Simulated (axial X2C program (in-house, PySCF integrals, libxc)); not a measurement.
## Correcting the dissociation energy of NaTi⁺ for spin–orbit coupling

A spin-free CCSD(T) curve (one-electron X2C) was computed with an in-house relativistic program for diatomic molecules, basis Ti dyall-cv3z [10s10p6d4f2g], Na dyall-cv3z [9s8p5d2f] (cores contracted in-house), for the state M_S = 1, Λ = 0 (beyond evenly filled blocks: π+α, π-α). It gives D0 = 0.655 eV to Ti + Na+, which in a spin-free picture are the weighted means of the ground terms.

Correlated methods: 4 electrons correlated (number of frozen shells: Ti 3 s, 2 p; Na 2 s, 1 p), 304 virtual spin orbitals or spinors in MP2, 75 natural virtuals in coupled cluster.

Measured levels of the ground terms (NIST Handbook of Basic Atomic Spectroscopic Data), in cm⁻¹: Ti 3F: J = 2 at 0, J = 3 at 170.1, J = 4 at 386.9; Na+ 1S: J = 0 at 0.

The molecular state has Λ = 0, so it has no first-order lowering.

Q: How far does each ground level lie under the (2J+1)-weighted mean of its term?

A: Ti: (5 × 0 + 7 × 170.1 + 9 × 386.9)/21 = 223 cm⁻¹; Na+: a single level, 0.

Q: Correct D0.

A: D0 = 0.655 + (0 − 223)/8065.5 = 0.627 eV at CCSD(T) with these spin–orbit terms.

Second-order spin–orbit effects in the molecule, which grow quickly with Z, are left out. The state is one determinant whose occupation by symmetry is held fixed; it was picked as the lowest of a PBE0 search that is not exhaustive. Dissociation energies refer to the lowest single-determinant-based atoms at the same level and basis. CCSD and (T) use frozen natural virtuals with an MP2 correction for the truncation; (T) itself is uncorrected, so its De runs slightly low. PBE0 can misorder states that lie within some tenths of an eV, so this need not be the ground state of the molecule. The nearest other spin-free determinant of the search, M_S = 2, Λ = 2, lies 0.12 eV up at the distance of the search. The outer-core s and p shells of the metal are frozen in the correlated rows, which leaves out core–valence correlation; for alkali and alkaline-earth bonds that tends to lengthen them.
